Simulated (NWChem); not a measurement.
System: KOH; SMILES [OH][K]

All runs: NWChem. Structure relaxed at the PBE0/def2-SVP level. Level PBE/def2-TZVP: single points from the atomic guess with DIIS by default; each run changes one setting, and all converged runs end within 0.3 mHa of each other. NWChem's automatic level shift, which a small gap switches on, acted in some of these runs.

```tsv
setting	SCF iterations
defaults	24
DIIS on 3 Fock matrices	23
no DIIS, 40 % damping	19
DIIS on 20 Fock matrices	24
70 % damping for 30 cycles	33
core-Hamiltonian guess	30
```
